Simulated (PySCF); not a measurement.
**WH₇⁻, singlet: data card**

Computed with PBE0/[W def2-TZVPD with ECP60, H def2-TZVPD], scalar-relativistic core potentials, density fitting, no spin–orbit coupling, PySCF.

The structure is a minimum.

```json
{"Point group": "C3v", "Bond lengths": "W–H 1.703 Å (×3), W–H 1.719 Å (×3), W–H 1.863 Å", "Bond angles": "H–W–H 63.7° (×3), H–W–H 68.1° (×6), H–W–H 95.1° (×3), H–W–H 119.2° (×3), H–W–H 122.5° (×3), H–W–H 142.5° (×3)", "Principal polarisabilities": "71.5, 71.5, 77.2 bohr³", "Lowest empty level": "2.76 eV", "Dipole moment about the centre of mass": "0.86 D", "Rotational symmetry number": "3", "Principal quadrupole moments (Buckingham, traceless) about the centre of mass": "-6.26, 3.13, 3.13 D Å", "Enthalpy at 298.15 K above 0 K": "13.74 kJ/mol", "Highest occupied level": "-2.37 eV", "Entropy at 298.15 K and 1 bar": "264.8 J/(mol K)", "Rotational constants": "1.391, 1.116, 1.116 cm⁻¹", "Heat capacity Cp at 298.15 K": "70.7 J/(mol K)", "Zero-point energy": "128.2 kJ/mol"}
```

Harmonic modes (masses in u: W 183.951, H 1.008):
```tsv
symmetry	ω (cm⁻¹)	IR (km/mol, summed over degenerate members)	μ (u)	type
e	340	220	1.02	bend
a2	667	0.0	1.01	bend
e	689	1.2	1.01	bend
a1	715	0.6	1.02	bend
e	849	44.6	1.01	bend
a1	967	120	1.01	bend
e	1052	153	1.01	bend
a1	1561	612	1.02	stretch
e	1913	657	1.02	stretch
a1	1917	187	1.01	stretch
e	1956	368	1.01	stretch
a1	2003	94.9	1.02	stretch
```

In C3v the vibrations span 6e + a2 + 5a1. The a2 mode carries no infrared intensity, as symmetry demands.

Charges (e); Mulliken and Löwdin values are unreliable with diffuse functions:
```tsv
atom	Mulliken	Löwdin	polar tensor	Mayer order to W1
W1	0.27	0.16	0.46	–
H2,4,5	-0.11	-0.16	-0.11	0.82
H3,6,8	-0.23	-0.16	-0.22	0.92
H7	-0.26	-0.22	-0.44	0.74
```

Mulliken populations on W1 (electrons outside its core potential): s 3.02, p 6.31, d 4.35, f 0.04.

Stability towards spin polarisation was not tested. This need not be the most stable arrangement of these atoms. The lowest empty level of this anion is unbound, so it and the gap depend on the basis. Spin–orbit coupling, left out here, can matter for elements this heavy.

The final relaxation and frequency run took 6.4 min on 2 threads of a shared Arm Neoverse N1 host, with 106 basis functions and 16 gradients; the process peaked at 1.9 GiB. Launch command: `OMP_NUM_THREADS=2 python axn.py task.json out`.
